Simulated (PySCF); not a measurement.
C₇H₁₀OS.
Cartesian coordinates in Å at the PBE0-D3(BJ)/def2-SVP level; atoms count from 1:
```
atom  x, y, z in Å
C1    -1.223    0.595    1.413
C2    -1.121   -0.046    0.040
C3    -2.235    0.382   -0.891
O4     0.091    0.322   -0.605
C5     1.257   -0.194   -0.171
C6     1.431   -1.298    0.725
C7     2.753   -1.591    0.933
S8     3.787   -0.549    0.052
C9     2.459    0.313   -0.610
H10   -0.385    0.299    2.061
H11   -1.210    1.692    1.318
H12   -2.160    0.299    1.909
H13   -1.150   -1.148    0.142
H14   -2.215    1.473   -1.029
H15   -2.116   -0.092   -1.876
H16   -3.215    0.099   -0.479
H17    0.621   -1.854    1.196
H18    3.169   -2.375    1.564
H19    2.601    1.147   -1.294
```

All values: CAM-B3LYP/def2-SVPD (PySCF, non-relativistic), on one gas-phase PBE0-D3(BJ)/def2-SVP geometry that isn't relaxed in the solvent. The solvent is an IEF-PCM continuum (Bondi radii, 1.10 Å for H, scaled by 1.2), and excitations are vertical TDDFT with non-equilibrium linear response and a frozen core. The model holds no explicit solvent molecules, cavitation or dispersion.

```json
{"run": "gas", "E − E(gas) (kJ/mol)": "0.00", "HOMO (eV)": "-7.36", "HOMO–LUMO gap (eV)": "8.08", "dipole (D)": "2.01", "lowest singlet (eV)": "5.19", "static polarisability (au)": "105.1"}
{"run": "P", "E − E(gas) (kJ/mol)": "-7.07", "HOMO (eV)": "-7.38", "HOMO–LUMO gap (eV)": "8.10", "dipole (D)": "2.30", "lowest singlet (eV)": "5.13", "static polarisability (au)": "118.6"}
{"run": "Q", "E − E(gas) (kJ/mol)": "-13.30", "HOMO (eV)": "-7.42", "HOMO–LUMO gap (eV)": "8.11", "dipole (D)": "2.58", "lowest singlet (eV)": "5.14", "static polarisability (au)": "131.5"}
```

Question: The runs were made in chloroform and cyclohexane. Which run belongs to which solvent?

Answer: P = cyclohexane, Q = chloroform. The dielectric constants are 2.017 (cyclohexane), 4.711 (chloroform), and the energy falls further as ε rises. The optical constants n² used for the excitations are 2.04, 2.09 in the same order. In this model the ground state sees the solvent through ε alone.

Question: How constant is the ratio of the lowering to (ε − 1)/(2ε + 1)?

Answer: 
```csv
solvent,(ε − 1)/(2ε + 1),E − E(gas) (kJ/mol),ratio (kJ/mol),polarisation term (kJ/mol)
cyclohexane,0.202,-7.07,-35.0,-7.45
chloroform,0.356,-13.30,-37.4,-14.80
```

The ratio changes by +6.8 % in size from cyclohexane to chloroform. The polarisation term is half the interaction of the solute with the induced surface charges.

The run took about 2.9 min of CPU time (one thread, shared machine). This is the whole response run at CAM-B3LYP/def2-SVPD in chloroform, SCF included.
